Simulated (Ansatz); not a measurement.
Stretching the Ge1–H3 bond in GeH3I (SMILES [GeH3][I]) (multiplicity 1 held, fragments rigid). Energies count from the point at 1.533 Å.
Geometry at that point (charge 0, multiplicity 1):
```
atom    x (Å)    y (Å)    z (Å)
----  -------  -------  -------
Ge    -1.5135  -0.0284   0.0000
I      1.0256   0.0192   0.0000
H     -1.9518  -1.2672  -0.7897
H     -1.9736  -0.1057   1.4603
H     -1.9992   1.2618  -0.6708
```

Signs of static correlation in def2-SVP, with CASSCF(2,2), from Ansatz (an electronic-structure program) runs.

| R (Å) | T1 of restricted CCSD | ⟨S²⟩ of UHF | largest double amplitude of restricted CCSD | weight of the CASSCF reference in MRCISD | CASSCF natural occupations |
|---|---|---|---|---|---|
| 1.226 | 0.009 | 0.000 | 0.062 | 0.905 | 1.99 0.01 |
| 1.380 | 0.009 | 0.000 | 0.063 | 0.904 | 1.98 0.02 |
| 1.533 | 0.009 | 0.000 | 0.064 | 0.904 | 1.98 0.02 |
| 1.686 | 0.010 | 0.000 | 0.064 | 0.904 | 1.97 0.03 |
| 1.840 | 0.010 | 0.000 | 0.059 | 0.904 | 1.95 0.05 |
| 2.070 | 0.012 | 0.000 | 0.059 | 0.904 | 1.92 0.08 |
| 2.300 | 0.014 | 0.354 | 0.103 | 0.904 | 1.87 0.13 |
| 2.683 | 0.022 | 0.770 | 0.271 | 0.903 | 1.73 0.27 |
| 3.066 | (withheld) | 0.919 | 0.432 | 0.903 | 1.54 0.46 |
| 3.526 | 0.046 | 0.980 | 0.606 | 0.903 | 1.33 0.67 |
| 4.139 | 0.056 | 1.000 | (withheld) | 0.903 | 1.15 0.85 |
| 4.906 | 0.060 | 1.005 | 0.880 | 0.903 | 1.05 0.95 |

Question: Some entries are withheld; supply them.

Answer: 
- 3.066, T1 of restricted CCSD: 0.033
- 4.139, largest double amplitude of restricted CCSD: 0.774

Doubts at one or more of the structures used: a restricted determinant that unrestricted orbitals would lower (R-CCSD(T)/def2-SVP); other coupled-cluster roots lie near (R-CCSD(T)/def2-SVP); T1 above 0.05 (R-CCSD(T)/def2-SVP, U-CCSD(T)/def2-SVP); a spin-contaminated determinant (U-CCSD(T)/def2-SVP).
